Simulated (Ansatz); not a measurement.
Program: Ansatz. Geometries: PBE0-D4/def2-TZVP. ΔE: electronic, gas phase. CCSD(T)/CBS is the MP2 limit (def2-TZVPP, def2-QZVPP) plus CCSD(T) − MP2 in def2-TZVPP, frozen cores. This one scheme is used for every species. One conformer a species, not always the lowest.

Consider the formal hydrolysis of a B–N bond: `NB(O)F` + H₂O → `OB(O)F` + NH₃.

```tsv
species	CCSD/def2-SVP energy (Eh)
`NB(O)F`	-255.79467
H₂O	-76.17170
`OB(O)F`	-275.63210
NH₃	-56.35105
```

(1) Work out ΔE.

Largest T1 diagnostic among the species: 0.012.

## Answers

(1) ΔE = (-275.63210) + (-56.35105) − (-255.79467) − (-76.17170) = -0.01678 Eh = -44.1 kJ/mol. CCSD(T)/CBS gives -29.5 kJ/mol.

Leaving LDA and LC-ωPBE aside and taking each functional with its dispersion term where it has one, the values, not all of them listed here, spread over 8.6 kJ/mol, from B97M-V to revPBE-D4. In def2-TZVPP, CCSD(T) changes the Hartree–Fock value by +4.3 kJ/mol (the triples alone add +0.1 kJ/mol) and MP2 by +5.9 kJ/mol.
